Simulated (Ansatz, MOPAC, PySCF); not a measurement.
Constitutional and geometric isomers with formula C3H3F. Isolated molecules, 0 K electronic values unless said otherwise. Strings in code marks are SMILES.

Quantity: electronic energy of isomers of C3H3F relative to `C#CCF`, in kcal/mol. The restricted reference of `C=C=CF` is unstable towards unrestricted orbitals. Semi-empirical values (MOPAC) are differences of heats of formation.

Level 1: PBE-D3(BJ)/def2-TZVP // PBE0-D3(BJ)/def2-TZVP (PySCF)
Level 2: frozen-core MP2/cc-pVTZ // PBE0-D3(BJ)/def2-TZVP (Ansatz, a first-principles code)
Level 3: PBE/6-31G* // PBE0-D3(BJ)/def2-TZVP (PySCF)
Level 4: PM6 // PBE0-D3(BJ)/def2-TZVP (MOPAC)

```
species    level 1  level 2  level 3  level 4
---------  -------  -------  -------  -------
`C=C=CF`     -5.31        ?        ?    -4.23
`CC#CF`       6.95     9.64     2.80     6.91
`FC1=CC1`     14.6     21.2        ?     25.3
```

### Question
Some entries are withheld; supply them.

### Answer

- `C=C=CF`, level 2: 3.85
- `C=C=CF`, level 3: -7.97
- `FC1=CC1`, level 3: 9.05
